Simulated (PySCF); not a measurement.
# Stretching AlAs

Set-up: basis Al def2-TZVPPD, As def2-TZVPPD; no relativity; PySCF 2.14. Energies in eV from Al + As in their ground configurations at the same level. State: ³Σ⁻ (triplet), unpaired electrons π ↑↑.

| R (Å) | M06-L | UHF-MP2 | LDA |
| --- | --- | --- | --- |
| 2.183 | -1.671 | -1.285 | -2.153 |
| 2.285 | -2.011 | -1.628 | -2.472 |
| 2.387 | -2.195 | -1.810 | -2.641 |
| 2.463 | -2.258 | -1.868 | -2.696 |
| 2.539 | -2.274 | -1.878 | -2.705 |
| 2.615 | -2.255 | -1.850 | -2.680 |
| 2.717 | -2.189 | -1.770 | -2.606 |
| 2.844 | -2.064 | -1.622 | -2.469 |
| 2.996 | -1.879 | -1.395 | -2.268 |
| 3.199 | -1.609 | -1.012 | -1.971 |

Put a parabola through the three lowest points of the M06-L curve and estimate Re, k and ωe (reduced mass 19.84 u; 1 eV/Å² = 0.16022 mdyn/Å; ωe = 1302.8·√(k/μ) cm⁻¹).

Through R = 2.463, 2.539, 2.615 Å the second-order coefficient is 3.03 eV/Å², so Re ≈ 2.536 Å, k ≈ 0.971 mdyn/Å and ωe ≈ 288 cm⁻¹. A polynomial fit of higher order to the unrounded M06-L energies gives Re = 2.532 Å, k = 1.00 mdyn/Å, ωe = 293 cm⁻¹; anharmonicity and rounding make the difference.

The higher-order fit for each curve: M06-L: Re = 2.532 Å, ωe = 293 cm⁻¹, De = 2.27 eV; UHF-MP2: Re = 2.517 Å, ωe = 308 cm⁻¹, De = 1.88 eV; LDA: Re = 2.519 Å, ωe = 297 cm⁻¹, De = 2.71 eV.

Correlated steps freeze 14 core orbitals. Spin–orbit coupling is left out. Counting both spins, an empty level lies below a filled one in some of these solutions, because spin and occupation are held. The state is the lowest determinant that a PBE0 search found; another state may lie lower at other levels.
